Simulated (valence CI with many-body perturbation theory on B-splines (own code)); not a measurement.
## Energy levels of Pt⁴⁷⁺

Computed by configuration interaction combined with many-body perturbation theory (CI+MBPT): three valence electrons over a frozen Dirac-Fock core [Ar] 3d10, radial functions for each j: 11 s, 11 p, 9 d, 7 f, 5 g, 2 h, 1 i, with the one-electron correlation potential Σ1, the two-electron term Σ2, the three-electron term Σ3, Breit, model QED; selected CI, second order for the rest (own B-spline code, finite nucleus).

The last digits are not significant, and no measured levels were compared; by estimate large intervals hold to a few tenths of a per cent, small ones and those within an open d or f shell to about a per cent.

Levels 1 to 45 of 67, with energies above the lowest level, (4s^2 4p1/2) J=1/2. "Leading %" is the weight of the configuration and term that name the level; weights of strongly mixed levels are sums over their largest components and can fall short. In the jj column 3d3/2^4 stands for four electrons in 3d with j = 3/2.

| No. | Configuration | Term | J | E (eV) | Leading % | Second component | g | Leading jj |
| --- | --- | --- | --- | --- | --- | --- | --- | --- |
| 1 | 4s²4p | ²P° | 1/2 | 0.00 | 100 |  | 0.658 | 4s^2 4p1/2 (100 %) |
| 2 | 4s4p² | ⁴P | 1/2 | 107.22 | 55 | 29 % 4s4p² ²S | 2.158 | 4s 4p1/2^2 (98 %) |
| 3 | 4s²4p | ²P° | 3/2 | 130.10 | 99 |  | 1.328 | 4s^2 4p3/2 (99 %) |
| 4 | 4s4p² | ⁴P | 3/2 | 222.78 | 90 | 7 % 4s4p² ²D | 1.651 | 4s 4p1/2 4p3/2 (99 %) |
| 5 | 4s4p² | ²D | 5/2 | 231.94 | 60 | 40 % 4s4p² ⁴P | 1.352 | 4s 4p1/2 4p3/2 (98 %) |
| 6 | 4s4p² | ²D | 3/2 | 244.75 | 62 | 32 % 4s4p² ²P | 0.985 | 4s 4p1/2 4p3/2 (95 %) |
| 7 | 4s4p² | ²P | 1/2 | 247.17 | 70 | 28 % 4s4p² ⁴P | 1.249 | 4s 4p1/2 4p3/2 (98 %) |
| 8 | 4s²4d | ²D | 3/2 | 305.51 | 94 |  | 0.813 | 4s^2 4d3/2 (94 %) |
| 9 | 4s²4d | ²D | 5/2 | 329.85 | 90 | 8 % 4s4p² ⁴P | 1.229 | 4s^2 4d5/2 (90 %) |
| 10 | 4p³ | ²P° | 3/2 | 351.92 | 46 | 27 % 4p³ ²D° | 1.322 | 4p1/2^2 4p3/2 (94 %) |
| 11 | 4s4p² | ⁴P | 5/2 | 360.97 | 52 | 39 % 4s4p² ²D | 1.404 | 4s 4p3/2^2 (90 %) |
| 12 | 4s4p² | ²S | 1/2 | 377.15 | 68 | 16 % 4s4p² ⁴P | 1.912 | 4s 4p3/2^2 (99 %) |
| 13 | 4s4p² | ²P | 3/2 | 380.88 | 62 | 29 % 4s4p² ²D | 1.196 | 4s 4p3/2^2 (98 %) |
| 14 | 4s4p4d | ⁴F° | 3/2 | 389.90 | 79 | 16 % 4s4p4d ²D° | 0.502 | 4s 4p1/2 4d3/2 (98 %) |
| 15 | 4s4p4d | ⁴F° | 5/2 | 397.87 | 47 | 26 % 4s4p4d ²F° | 1.036 | 4s 4p1/2 4d3/2 (96 %) |
| 16 | 4s4p4d | ⁴D° | 1/2 | 411.93 | 59 | 34 % 4s4p4d ²P° | 0.399 | 4s 4p1/2 4d3/2 (98 %) |
| 17 | 4s4p4d | ⁴D° | 3/2 | 413.45 | 36 | 22 % 4s4p4d ⁴P° | 1.292 | 4s 4p1/2 4d3/2 (91 %) |
| 18 | 4s4p4d | ⁴P° | 5/2 | 426.11 | 39 | 29 % 4s4p4d ⁴D° | 1.358 | 4s 4p1/2 4d5/2 (98 %) |
| 19 | 4s4p4d | ⁴F° | 7/2 | 432.06 | 46 | 31 % 4s4p4d ²F° | 1.246 | 4s 4p1/2 4d5/2 (97 %) |
| 20 | 4s4p4d | ²F° | 5/2 | 438.25 | 48 | 19 % 4s4p4d ²D° | 1.053 | 4s 4p1/2 4d5/2 (94 %) |
| 21 | 4s4p4d | ²D° | 3/2 | 439.54 | 41 | 33 % 4s4p4d ²P° | 1.133 | 4s 4p1/2 4d5/2 (84 %) |
| 22 | 4p³ | ⁴S° | 3/2 | 480.45 | 46 | 44 % 4p³ ²D° | 1.393 | 4p1/2 4p3/2^2 (90 %) |
| 23 | 4p³ | ²D° | 5/2 | 480.93 | 88 | 10 % 4s4p4d ²F° | 1.162 | 4p1/2 4p3/2^2 (88 %) |
| 24 | 4p³ | ²P° | 1/2 | 488.04 | 94 | 5 % 4s4p4d ²P° | 0.659 | 4p1/2 4p3/2^2 (94 %) |
| 25 | 4s²4f | ²F° | 5/2 | 511.09 | 89 | 6 % 4s4p4d ²F° | 0.857 | 4s^2 4f5/2 (89 %) |
| 26 | 4p²4d | ²D | 3/2 | 515.28 | 39 | 36 % 4p²4d ⁴F | 0.774 | 4p1/2^2 4d3/2 (99 %) |
| 27 | 4s²4f | ²F° | 7/2 | 519.25 | 84 | 10 % 4s4p4d ⁴F° | 1.148 | 4s^2 4f7/2 (84 %) |
| 28 | 4s4p4d | ⁴D° | 3/2 | 529.11 | 43 | 38 % 4s4p4d ⁴P° | 1.318 | 4s 4p3/2 4d3/2 (99 %) |
| 29 | 4s4p4d | ⁴P° | 1/2 | 529.18 | 86 | 13 % 4s4p4d ⁴D° | 2.296 | 4s 4p3/2 4d3/2 (99 %) |
| 30 | 4s4p4d | ⁴D° | 5/2 | 529.29 | 51 | 19 % 4s4p4d ⁴F° | 1.256 | 4s 4p3/2 4d3/2 (93 %) |
| 31 | 4s4p4d | ⁴D° | 7/2 | 534.34 | 34 | 32 % 4s4p4d ⁴F° | 1.266 | 4s 4p3/2 4d3/2 (75 %) |
| 32 | 4s4p4d | ²D° | 3/2 | 544.69 | 64 | 22 % 4s4p4d ⁴P° | 0.982 | 4s 4p3/2 4d3/2 (81 %) |
| 33 | 4s4p4d | ⁴F° | 9/2 | 545.07 | 100 |  | 1.328 | 4s 4p3/2 4d5/2 (100 %) |
| 34 | 4p²4d | ²D | 5/2 | 549.14 | 31 | 21 % 4p²4d ⁴D | 1.192 | 4p1/2^2 4d5/2 (96 %) |
| 35 | 4s4p4d | ²P° | 1/2 | 553.44 | 73 | 22 % 4s4p4d ⁴D° | 0.585 | 4s 4p3/2 4d3/2 (93 %) |
| 36 | 4s4p4d | ²F° | 5/2 | 556.25 | 60 | 19 % 4s4p4d ²D° | 0.948 | 4s 4p3/2 4d3/2 (87 %) |
| 37 | 4s4p4d | ²D° | 5/2 | 557.50 | 46 | 39 % 4s4p4d ⁴P° | 1.351 | 4s 4p3/2 4d5/2 (98 %) |
| 38 | 4s4p4d | ²P° | 3/2 | 562.97 | 42 | 35 % 4s4p4d ²D° | 1.167 | 4s 4p3/2 4d5/2 (75 %) |
| 39 | 4s4p4d | ²F° | 7/2 | 564.56 | 75 | 18 % 4s4p4d ⁴D° | 1.196 | 4s 4p3/2 4d5/2 (89 %) |
| 40 | 4s4p4d | ²F° | 7/2 | 574.56 | 64 | 24 % 4s4p4d ⁴D° | 1.214 | 4s 4p3/2 4d5/2 (92 %) |
| 41 | 4s4p4d | ²P° | 1/2 | 577.34 | 87 | 6 % 4s4p4d ⁴D° | 0.698 | 4s 4p3/2 4d5/2 (93 %) |
| 42 | 4s4p4d | ²P° | 3/2 | 581.43 | 77 | 7 % 4s4p4d ²D° | 1.306 | 4s 4p3/2 4d5/2 (98 %) |
| 43 | 4s4p4d | ²D° | 5/2 | 585.33 | 60 | 30 % 4s4p4d ²F° | 1.101 | 4s 4p3/2 4d5/2 (93 %) |
| 44 | 4s4p4f | ⁴G | 5/2 | 607.31 | 58 | 15 % 4s4p4f ⁴F | 0.749 | 4s 4p1/2 4f5/2 (96 %) |
| 45 | 4s4p4f | ⁴G | 7/2 | 612.11 | 33 | 32 % 4s4p4f ²G | 1.002 | 4s 4p1/2 4f5/2 (88 %) |

Where two levels of one J and parity lie close, their mixing, g and order are uncertain.

The ionisation energy to 4s² ¹S0 of the next ion comes out as 2604.1 eV (NIST: 2603 ± 4 eV (theoretical)). All 67 levels together are meant to be complete up to 694.63 eV.
